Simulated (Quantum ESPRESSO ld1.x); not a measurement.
Task: These are the eigenvalues of the occupied orbitals of an atom or ion with whole-number occupations (eV). Calculated with ld1.x of Quantum ESPRESSO 7.5: scalar-relativistic Kohn-Sham, LDA (Slater exchange, VWN5 correlation), spin-polarised, spherical densities, point nucleus.

orbital  eigenvalue
1s up      -22833.6
1s down    -22833.4
2s up      -4067.32
2s down    -4059.34
2p up      -3744.19
2p down    -3738.05
3s up      -1340.73
3s down    -1331.59
3p up      -1235.66
3p down    -1226.29
3d up      -1083.13

Which element is it, and in what charge state? The configuration may be excited. Open shells, if any, are filled with parallel spins first.

Result: Z = 44, ruthenium, charge +23: Ru23+ in [Ar] 3d3. The list shows which subshells hold electrons but not how many an open one holds; the 1s level, -839.12 hartree, gives Z - s = 41.0 by -(Z - s)^2/2, which with screening and relativity narrows Z to a few neighbours, and the depths of the outer levels then fix element, charge and occupations together.
